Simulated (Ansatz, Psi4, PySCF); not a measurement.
HI, charge +1, doublet, at a GFN2-xTB geometry (a state made from the parent by changing its charge; the spin is typed, not shown lowest) (core potentials on I). Base run: PySCF with REVPBE/def2-SVPD.

Input for PySCF:
```python
from pyscf import gto, scf, dft

mol = gto.Mole()
mol.atom = '''
    I    -0.000000   -0.000000   -0.030036
    H     0.000000    0.000000    1.591930
'''
mol.basis = 'def2-svpd'
mol.ecp = {'I': 'def2-svpd'}
mol.charge = 1
mol.spin = 1
mol.verbose = 4
mol.build()

mf = dft.UKS(mol)
mf.xc = 'revpbe'
mf.kernel()
```

The same geometry, method and basis name were run in Ansatz (a first-principles code) and Psi4 and PySCF, at each program's defaults and at the settings that a row names. The base is PySCF at its defaults. Differences at the defaults can come from grids, fitting, cores and function types together.

```json
[
 {"code and settings": "PySCF, defaults (exact integrals, its default grid, spherical functions)", "ΔE vs base (mEh)": "0.000", "basis functions": "43", "E (Eh)": "-297.95480", "SCF cycles": "12"},
 {"code and settings": "Psi4, defaults (density fitting with its default set, its default grid, spherical functions)", "ΔE vs base (mEh)": "-0.019", "basis functions": "43", "E (Eh)": "-297.95482", "SCF cycles": "8"},
 {"code and settings": "Ansatz, defaults (factorised integrals, its default grid, spherical functions)", "ΔE vs base (mEh)": "0.000", "basis functions": "43", "E (Eh)": "-297.95480", "SCF cycles": "-"},
 {"code and settings": "PySCF, density fitting with def2-universal-jkfit", "ΔE vs base (mEh)": "-0.020", "basis functions": "43", "E (Eh)": "-297.95482", "SCF cycles": "11"},
 {"code and settings": "PySCF, fine grid", "ΔE vs base (mEh)": "0.001", "basis functions": "43", "E (Eh)": "-297.95480", "SCF cycles": "12"},
 {"code and settings": "Psi4, exact integrals, spherical functions, fine grid", "ΔE vs base (mEh)": "-0.001", "basis functions": "43", "E (Eh)": "-297.95480", "SCF cycles": "10"},
 {"code and settings": "Ansatz, high accuracy", "ΔE vs base (mEh)": "0.000", "basis functions": "43", "E (Eh)": "-297.95480", "SCF cycles": "-"}
]
```

Open shells are given as the SCF converged; they aren't shown to be the lowest states, and a large step between rows can be another state.
